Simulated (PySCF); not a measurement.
Compound: C6H8FN3.
Atom-mapped SMILES: `[CH3:1][N:2]([CH3:3])[c:4]1[cH:5][cH:6][n:7][n:8][c:9]1[F:10]` (hydrogens: H11, H12, H13 on C1; H14, H15, H16 on C3; H17 on C5; H18 on C6)

Structure used (GFN2-xTB), in Å, numbered top down from 1:
```xyz
18
C6H8FN3 angstrom
C     -1.9153   -0.9278   -0.4481
N     -0.9309    0.1074   -0.2230
C     -1.3484    1.4887   -0.2728
C      0.3653   -0.1829    0.0354
C      1.3388    0.8051    0.2582
C      2.6450    0.4205    0.5156
N      3.0450   -0.8361    0.5663
N      2.1626   -1.7726    0.3637
C      0.9191   -1.4910    0.1169
F      0.1423   -2.5798   -0.0672
H     -2.8827   -0.4701   -0.6373
H     -2.0086   -1.5803    0.4226
H     -1.6518   -1.5426   -1.3112
H     -1.1694    1.9872    0.6841
H     -2.4118    1.5387   -0.4892
H     -0.8131    2.0322   -1.0566
H      1.0901    1.8523    0.2332
H      3.4151    1.1574    0.6909
```

IAO charges (e) from the PBE0/pcSseg-1 density (PySCF), one withheld:

```csv
atom,bonded to,charge
C1,N2 H11 H12 H13,-0.3079
N2,C1 C3 C4,-0.1495
C3,N2 H14 H15 H16,-0.3073
C4,N2 C5 C9,+0.0768
C5,C4 C6 H17,-0.2283
C6,C5 N7 H18,?
N7,C6 N8,-0.1895
N8,N7 C9,-0.1603
C9,N8 F10 C4,+0.3339
F10,C9,-0.2713
H11,C1,+0.1497
H12,C1,+0.1563
H13,C1,+0.1566
H14,C3,+0.1447
H15,C3,+0.1586
H16,C3,+0.1448
H17,C5,+0.1595
H18,C6,+0.1662
```

Task: What is the charge on C6?

Result: The charges add up to the total charge, 0. The others sum to +0.0330, which leaves -0.0330 e for C6 (aromatic CH next to a ring nitrogen); the computed value is -0.0332, the difference coming from rounding.

Task: Add each hydrogen's charge to the atom that carries it.

Result: C1 +0.1547, C3 +0.1408, C5 -0.0688, C6 +0.1330. Atoms without hydrogen keep their charges.

Task: Across which bond do the charges differ most?

Result: C9–F10: +0.3339 on C9 against -0.2713 on F10, a difference of 0.6052 e. The lower charge is on the more electronegative element of the two (Pauling values: F 3.98, C 2.55).

Task: Take the bonds between elements whose Pauling electronegativities differ by more than 0.25. In how many does the more electronegative atom carry the lower charge?

Result: In 12 of 14; it doesn't in C1–N2 and N2–C3.

Task: How much positive and how much negative charge does this set hold in all?

Result: +1.6471 e on 10 atoms and -1.6473 e on 8.

The IAO scheme projects the occupied orbitals on a minimal set of polarised atomic orbitals and counts the electrons in each atom's part of it. Geometry: GFN2-xTB; no solvent, vibrations or thermal averaging. GFN2-xTB frequencies show an imaginary mode (26i cm⁻¹), so this geometry is no minimum at that level.
